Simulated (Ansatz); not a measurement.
Al₄, relaxed as a singlet with RKS r2SCAN-D4/def2-TZVP in Ansatz, starting from the GFN1-xTB geometry. Force threshold 0.02 eV/Å.

The restricted singlet is unstable towards broken spin symmetry at other levels; at r2SCAN-D4/def2-TZVP this wasn't settled. Another isomer (triplet) lies 0.46 eV lower at PBE0-D4/def2-TZVP; other spin states weren't run for this one.

Start:

```tsv
atom	x (Å)	y (Å)	z (Å)
Al1	0.3894	-2.2047	-0.3005
Al2	0.8530	1.9293	0.8053
Al3	-1.0814	-0.1099	0.7757
Al4	-0.1609	0.3852	-1.2805
```

(1) Estimate the energy that the relaxation releases and the steps that it takes.

(2) Does the start keep its bonding and symmetry?

(3) Predict the relaxed structure.

## Answers

(1) 2.4 kcal/mol, in 33 steps; 53 s on 4 threads of Arm Neoverse V2 on a shared host. The force fell under the threshold at step 6, but the optimiser went on and released 0.049 eV more. No frequencies were taken in this run, so the end may be a saddle point.

(2) Bonds lost: Al1–Al3 (atoms count from 1). Point group Cs at the start, Cs at the end, both within 0.05 Å.

(3) 
Cartesian coordinates in Å:
```
Al 0.865 -1.986 -0.337
Al 0.808 1.338 0.748
Al -1.440 0.328 0.901
Al -0.234 0.321 -1.312
```
Bond lengths (bridged metal pairs left out): 4 × Al–Al 2.47 to 2.74 Å.
